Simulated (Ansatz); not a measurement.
Pulling on the Al1–O2 bond in AlO (multiplicity 2 held). Energies count from the point at 1.627 Å.


R- and RO- levels are restricted; in cc, def2 and unpolarised 6-31G sets they are followed outwards from rest. U- levels take the lowest unrestricted solution at each point, which mixes spins at long bonds. Full CI gives the lowest state of the spin. Levels need not reach the same state.

Frozen-core correlation.

Codes used: Ansatz (a quantum-chemistry and plane-wave program). Values without a source in brackets are computed.

The comparison value is 86.20 kcal/mol (FCI/6-31G). Full CI is exact for the correlated electrons in its own basis alone.

Q: Order these levels by the size of their error in the energy at R = 6.510 Å, against full CI in the same basis, smallest first: RO-MP2/6-31G, U-MP2/6-31G, RO-HF/6-31G, RO-SCS-MP2/6-31G, U-HF/6-31G. Give each level's value less the comparison value.

A: RO-SCS-MP2/6-31G (2.03 kcal/mol), RO-MP2/6-31G (10.05 kcal/mol), U-MP2/6-31G (-21.27 kcal/mol), U-HF/6-31G (-50.25 kcal/mol), RO-HF/6-31G (56.11 kcal/mol)

Doubts at one or more of the structures used: a restricted determinant that unrestricted orbitals would lower (RO-MP2/6-31G, RO-HF/6-31G, RO-SCS-MP2/6-31G); a spin-contaminated determinant (U-MP2/6-31G, U-HF/6-31G).
